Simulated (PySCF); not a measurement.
Two-component Hartree-Fock for Tc (technetium, neutral)

Start: [Kr] 4d5 5s2; 4d3/2 filled at m_j = -3/2, -1/2, +1/2, +3/2; 4d5/2 filled at m_j = +5/2. Calculated with PySCF 2.14 in x2c-QZVPPall-2c (13s12p9d4f2g, 140 functions): generalised Hartree-Fock with the X2C-1e Hamiltonian and a Gaussian nucleus; one run each with spin-orbit coupling (SO) switched off, then screened by Boettger's factors.

```tsv
spinor shell	electrons	ε, spin-free (eV)	ε, screened SO (eV)	weight of nominal j (screened SO)	rms radius, screened SO (bohr)
1s1/2	2	-21160.3	-21159.2	1.000	0.0394
2s1/2	2	-3096.8	-3096.4	1.000	0.162
2p1/2	2	-2764.8	-2846.5	1.000	0.141
2p3/2	4	-2764.8	-2726.6	1.000	0.145
3s1/2	2	-572.94	-572.86	1.000	0.442
3p1/2	2	-460.95	-475.16	1.000	0.439
3d3/2	4	-280.01	-282.51	0.965	0.433
3d5/2	6	-280.01	-278.27	0.977	0.437
4s1/2	2	-89.895	-89.878	1.000	1.13
4p1/2	2	-56.256	-61.832	0.657	1.26
4p3/2	4	-56.256	-53.530	0.829	1.26
4d3/2	4	-14.174	-14.206	0.529	1.80
4d5/2	1	-14.174	-14.024	1.000	1.81
5s1/2	2	-6.657	-6.657	1.000	3.87
```

Q: Where does 3p3/2 lie, and what is the 3p spin-orbit splitting (screened SO)?

A: At -454.28 eV, 20.876 eV above 3p1/2.

```csv
quantity,spin-free,screened SO
E (hartree),-4282.82327,-4283.37941
M_J,5/2,5/2
⟨J²⟩,8.792,8.792
⟨L²⟩,0.000,0.018
⟨S²⟩,8.792,8.781
```

Each row is a mean over spinors that exchange with the open shell spreads, by up to 9.508 eV (4p3/2).

Rows whose weight is well below 1 are mixtures of j = l ± 1/2: exchange outweighs spin-orbit coupling there, and the label is only the starting occupation.

Breit and QED terms are absent; they matter most for the inner s and p1/2 levels.

Densities and radii are taken from the X2C orbitals without a picture-change correction, which distorts them close to the nucleus.

Without spin-orbit coupling the j labels of p, d and f shells carry no meaning; the spin-free column gives the mean over the occupied spinors of each nl shell.
